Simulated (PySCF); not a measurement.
## Tl (thallium, neutral) across methods

[Xe] 4f14 5d10 6s2 7s1, 2S determinant (an excited configuration). Calculation: PySCF 2.14, in aug-cc-pwCVTZ-DK3; the spin-free X2C one-electron Hamiltonian (Gaussian nucleus).

```json
{"method": "PBE0", "E (hartree)": "-20247.48", "mean ε 6s α (eV)": "-13.092", "mean ε 6s β (eV)": "-13.019", "mean ε 7s α (eV)": "-2.045", "Σ⟨r²⟩ (bohr²)": "109.9", "⟨S²⟩": "0.750"}
{"method": "LDA", "E (hartree)": "-20235.38", "mean ε 6s α (eV)": "-12.522", "mean ε 6s β (eV)": "-12.474", "mean ε 7s α (eV)": "-1.721", "Σ⟨r²⟩ (bohr²)": "107.4", "⟨S²⟩": "0.750"}
{"method": "UHF", "E (hartree)": "-20241.66263", "mean ε 6s α (eV)": "-14.799", "mean ε 6s β (eV)": "-14.627", "mean ε 7s α (eV)": "-2.556", "Σ⟨r²⟩ (bohr²)": "111.5", "⟨S²⟩": "0.750"}
{"method": "PBE", "E (hartree)": "-20247.78", "mean ε 6s α (eV)": "-12.209", "mean ε 6s β (eV)": "-12.157", "mean ε 7s α (eV)": "-1.769", "Σ⟨r²⟩ (bohr²)": "109.6", "⟨S²⟩": "0.750"}
```

**Question.** Estimate the same row for r2SCAN.

**Answer.** E (hartree) = -20247.72; mean ε 6s α (eV) = -12.327; mean ε 6s β (eV) = -12.378; mean ε 7s α (eV) = -1.746; Σ⟨r²⟩ (bohr²) = 108.3; ⟨S²⟩ = 0.750.

Spin-orbit coupling, which splits the p, d and f shells strongly at this Z, is absent. The outer electron is Rydberg-like, and this basis confines it to a smaller radius and binds it less than a complete one would.
